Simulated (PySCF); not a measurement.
# Predicted spectroscopic data

How the numbers were obtained: GFN2-xTB geometry, PBE0/pcSseg-1 with gauge-including orbitals, in PySCF 2.14 (no solvent model, rapidly exchanging positions averaged, one conformer, non-relativistic).

δ = σ(ref) − σ, references computed at the same level: $^{1}$H and $^{13}$C vs TMS. Splittings of carbon signals by F and P are missing where no couplings were computed. Where no couplings were computed, multiplicities follow the n + 1 count of equivalent neighbours, and m marks all less simple cases (inequivalent or close neighbours, rings, F or P nearby). Shifts are as computed. Against solution values, carbons near 30 ppm lie about +3 ppm off and those near 130 ppm about +5 ppm. Of 1211 compounds with measured shifts, 218 miss one by over three times the rms of a fit or turn the order of signals round; such compounds aren't used in these exercises.

Compound 1 (C$_{7}$H$_{6}$N$_{2}$). $^{1}$H NMR (600 MHz, computed): δ 3.76 (m, 1H), 3.21 (s, 1H), 1.54 (m, 2H), 1.49 (m, 2H). $^{13}$C{$^{1}$H} NMR (computed): δ 125.6, 120.4, 95.9, 78.1, 45.0, 20.2. Structure: `C#C/C(C#N)=N\C1CC1`.

Compound 2 (C$_{7}$H$_{6}$F$_{4}$O). $^{1}$H NMR (600 MHz, computed): δ 7.94 (m, 1H), 6.25 (m, 1H), 6.20 (m, 1H), 2.66 (s, 3H). $^{13}$C{$^{1}$H} NMR (computed): δ 177.3 (C), 162.2 (C), 148.9 (CH), 134.7 (CH2), 132.2 (C), 120.9 (C), 23.5 (CH3). Structure: SMILES C=C/C(C)=C(\C(=O)F)C(F)(F)F.
